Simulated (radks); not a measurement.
Values are calculated unless marked as measured or tabulated.
Problem. Valence configurations of Tl. Code: a radial shooting solver on a logarithmic mesh with Libxc functionals. Model: Dirac Kohn-Sham, PBEsol, spin-unpolarised, spherical densities, point nucleus; open shells fill j = l - 1/2 first. Order these by energy: [Xe] 4f13 5d10 6s2 6p2; [Xe] 4f14 5d9.5 6s2 6p1.5; [Xe] 4f13.5 5d10 6s2 6p1.5; [Xe] 4f14 5d9 6s2 6p2; [Xe] 4f14 5d10 6s1 6p2; [Xe] 4f14 5d6 6s2 6p5; [Hg] 6p1; [Xe] 4f14 5d10 6p3; [Xe] 4f12.5 5d10 6s2 6p2.5; [Xe] 4f14 5d8 6s2 6p3.

Solution. From the lowest, in eV above it: [Hg] 6p1 0.000; [Xe] 4f14 5d9.5 6s2 6p1.5 5.928; [Xe] 4f14 5d10 6s1 6p2 6.448; [Xe] 4f14 5d9 6s2 6p2 12.505; [Xe] 4f14 5d10 6p3 14.400; [Xe] 4f14 5d8 6s2 6p3 29.240; [Xe] 4f13.5 5d10 6s2 6p1.5 56.190; [Xe] 4f14 5d6 6s2 6p5 72.298; [Xe] 4f13 5d10 6s2 6p2 116.54; [Xe] 4f12.5 5d10 6s2 6p2.5 181.92. NIST lists [Hg] 6p1 as the ground configuration; this level of theory agrees among the configurations tried. The energies are those of spherical spin-averaged densities, not of single terms.
